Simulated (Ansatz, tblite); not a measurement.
Removing and adding an electron: Ge₄H₆. Charge 0, multiplicity 1. Geometry: PBE-D4/def2-SVP. Ansatz, gas phase; energy differences of separate SCF runs; the oxidised species was run as a doublet alone; the reduced species was run as a doublet alone.

| atom | x (Å) | y (Å) | z (Å) |
| --- | --- | --- | --- |
| Ge1 | 1.209 | -0.947 | -1.044 |
| Ge2 | -0.469 | 1.365 | 1.169 |
| Ge3 | 0.133 | -1.021 | 1.167 |
| Ge4 | -0.500 | 0.814 | -1.229 |
| H5 | 2.659 | -0.398 | -1.006 |
| H6 | -1.780 | 1.820 | 1.863 |
| H7 | -1.249 | -1.722 | 0.851 |
| H8 | -1.836 | -0.021 | -1.371 |
| H9 | 1.129 | -2.187 | -1.973 |
| H10 | 0.704 | 2.296 | 1.573 |

The xTB rows come from tblite. The structure comes from a short search, and lower isomers may exist.

(1) Estimate orbital energies and vertical ionisation energies and electron affinities at: GFN1-xTB; GFN2-xTB; PBE-D4/def2-TZVP; PBE-D4/def2-TZVPD; PBE0-D4/def2-TZVP; PBE0-D4/def2-TZVPD; CAM-B3LYP-D4/def2-TZVP; CAM-B3LYP-D4/def2-TZVPD.

## Answers

(1) 
```csv
level,−HOMO (eV),vertical IE (eV),−LUMO (eV),vertical EA (eV),HOMO–LUMO gap (eV),IE − EA (eV),remarks
GFN1-xTB,10.94,12.87,9.18,7.24,1.77,5.62,–
GFN2-xTB,9.67,12.29,7.49,4.95,2.18,7.35,–
PBE-D4/def2-TZVP,5.82,8.26,3.18,–,2.65,–,–
PBE-D4/def2-TZVPD,5.83,–,3.19,1.05,2.64,–,"HOMO above zero (-1 doublet), restricted SCF unstable in HF (singlet)"
PBE0-D4/def2-TZVP,6.57,8.22,2.60,–,3.97,–,restricted SCF unstable in HF (singlet)
PBE0-D4/def2-TZVPD,6.56,–,2.61,1.14,3.96,–,"HOMO above zero (-1 doublet), restricted SCF unstable in HF (singlet)"
CAM-B3LYP-D4/def2-TZVP,7.53,8.22,1.74,–,5.80,–,restricted SCF unstable in HF (singlet)
CAM-B3LYP-D4/def2-TZVPD,7.54,–,1.77,1.21,5.76,–,restricted SCF unstable in HF (singlet)
```

   A HOMO above zero means that the electron is unbound at that level or that self-interaction error raises the level; the energy of removing that electron tells which. Raw xTB energy differences between charge states are shifted by several eV; the methods need an empirical correction for them.
